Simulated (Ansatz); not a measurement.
Species: C7H18Sn, SMILES `C[CH2][Sn]([CH3])([CH2]C)[CH2]C` (charge 0, multiplicity 1).

Give a relaxed geometry from B3LYP-D3(BJ)/def2-SVP run with Ansatz (a first-principles code).

Several could match; the one computed here: the end point of this relaxation, one of several conformers (outside a Z-matrix the atoms follow the SMILES, hydrogens last).
Z-matrix (Å, degrees):
```
Sn
C 1 2.1790
H 2 1.1001 1 110.20
H 2 1.1001 3 108.60 1 -120.85
H 2 1.1003 3 108.60 4 -118.04
C 1 2.1864 2 109.28 3 -175.10
H 6 1.1029 1 107.48 2 -176.49
H 6 1.1029 7 106.49 1 -114.94
C 6 1.5307 7 110.94 8 -120.87
H 9 1.1031 6 111.73 7 -60.78
H 9 1.1031 10 107.01 6 122.60
H 9 1.1042 10 107.02 11 114.43
C 1 2.1881 2 108.31 3 -56.01
H 13 1.1027 1 107.14 2 -57.30
H 13 1.1028 14 106.43 1 114.77
C 13 1.5306 14 110.87 15 120.68
H 16 1.1026 13 111.67 14 -177.59
H 16 1.1029 17 107.00 13 122.66
H 16 1.1043 17 106.98 18 114.39
C 1 2.1892 2 108.53 3 63.26
H 20 1.1026 1 107.28 2 85.12
H 20 1.1027 21 106.43 1 -114.80
C 20 1.5308 21 110.81 22 -120.76
H 23 1.1024 20 111.86 21 178.68
H 23 1.1024 24 106.89 20 -122.55
H 23 1.1042 24 107.05 25 -114.50
```
